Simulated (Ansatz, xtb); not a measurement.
## Relative energy of two structures of AlHInOSb

We compare a, a triplet given by its coordinates, with b, a singlet given by its coordinates. Both are isolated molecules in the gas phase, relaxed with B3LYP-D3(BJ)/def2-SVP.

a (Å):

```xyz
5

Al   -3.6777   -1.4912   -0.5837
In   -0.3288    0.1604   -0.3508
O    -2.2054   -0.6614   -0.4213
Sb   -3.7237   -3.8009   -1.9103
H    -4.9987   -0.8765    0.0573
```

Close contacts (Å): Al1–O3 1.70, Al1–Sb4 2.66, In2–O3 2.05, Al1–H5 1.59.

b (Å):

```yaml
atoms:
  - { symbol: Al, position_ang: [-1.7962, -0.5216, -0.9787] }
  - { symbol: In, position_ang: [-2.0035, -0.7658, 2.7537] }
  - { symbol: O, position_ang: [-1.8714, -0.6636, 0.6909] }
  - { symbol: Sb, position_ang: [-1.7321, -0.2258, -3.4307] }
  - { symbol: H, position_ang: [-2.5503, 1.2183, -2.8901] }
```

Close contacts (Å): Al1–O3 1.68, Al1–Sb4 2.47, In2–O3 2.07, Sb4–H5 1.75.

Question: Estimate which is lower in electronic energy at CCSD(T)/def2-SVP + ΔMP2/def2-TZVPP, and by roughly how much.

Answer: Not settled: CCSD(T)/def2-SVP + ΔMP2/def2-TZVPP gives E(b) − E(a) = −4.8 kcal/mol, but this leans on the basis-set step: CCSD(T) alone gives +3.1 kcal/mol.

How the difference moves with the method:

```json
{"level": "HF/STO-3G", "geometry": "GFN2-xTB", "E(b) − E(a) (kcal/mol)": "+37.8", "departure from the last row (kcal/mol)": "+42.6", "job, with rough time for the two": "single point, 11 s"}
{"level": "r2SCAN-D4/def2-SVP", "geometry": "GFN2-xTB", "E(b) − E(a) (kcal/mol)": "−1.5", "departure from the last row (kcal/mol)": "+3.3", "job, with rough time for the two": "single point, 11 s"}
{"level": "B3LYP-D3(BJ)/def2-SVP", "geometry": "B3LYP-D3(BJ)/def2-SVP", "E(b) − E(a) (kcal/mol)": "−2.4", "departure from the last row (kcal/mol)": "+2.4", "job, with rough time for the two": "optimisation, 2.1 min"}
{"level": "HF/def2-SVP", "geometry": "B3LYP-D3(BJ)/def2-SVP", "E(b) − E(a) (kcal/mol)": "+22.9", "departure from the last row (kcal/mol)": "+27.7", "job, with rough time for the two": "part of the CCSD(T) run"}
{"level": "MP2/def2-SVP", "geometry": "B3LYP-D3(BJ)/def2-SVP", "E(b) − E(a) (kcal/mol)": "+3.0", "departure from the last row (kcal/mol)": "+7.9", "job, with rough time for the two": "part of the CCSD(T) run"}
{"level": "CCSD(T)/def2-SVP", "geometry": "B3LYP-D3(BJ)/def2-SVP", "E(b) − E(a) (kcal/mol)": "+3.1", "departure from the last row (kcal/mol)": "+7.9", "job, with rough time for the two": "single point"}
{"level": "CCSD(T)/def2-SVP + ΔMP2/def2-TZVPP", "geometry": "B3LYP-D3(BJ)/def2-SVP", "E(b) − E(a) (kcal/mol)": "−4.8", "departure from the last row (kcal/mol)": "", "job, with rough time for the two": "single point, 1.9 min"}
```

HF/STO-3G, HF/def2-SVP, MP2/def2-SVP, CCSD(T)/def2-SVP put the two in the other order. The largest departure from CCSD(T)/def2-SVP + ΔMP2/def2-TZVPP is that of HF/STO-3G, 42.6 kcal/mol. The last row adds to CCSD(T) the change of the MP2 difference between the two basis sets, here −7.9 kcal/mol, a large step that makes the value less sure. The triplet state of a needn't be its ground state.

With harmonic frequencies from B3LYP-D3(BJ)/def2-SVP (ideal gas, rigid rotor, one conformer each, 298.15 K, 1 atm): on the last row, ΔE + ΔZPE = −5.7 kcal/mol. A mode under 50 cm⁻¹ makes harmonic enthalpies and free energies unreliable, so none is given.

Open shells are spin-unrestricted. The correlated steps freeze 14 core orbitals; the filled d shell of In and Sb is correlated, in a basis made for valence electrons. Atoms past krypton carry core potentials in the def2 sets, other sets are all-electron and non-relativistic, and no spin–orbit term is included. ΔG holds the spin degeneracy. Run with Ansatz 0.2.0, xtb 6.7.1; the last row on 1 thread of Arm Neoverse V1 on a shared host.
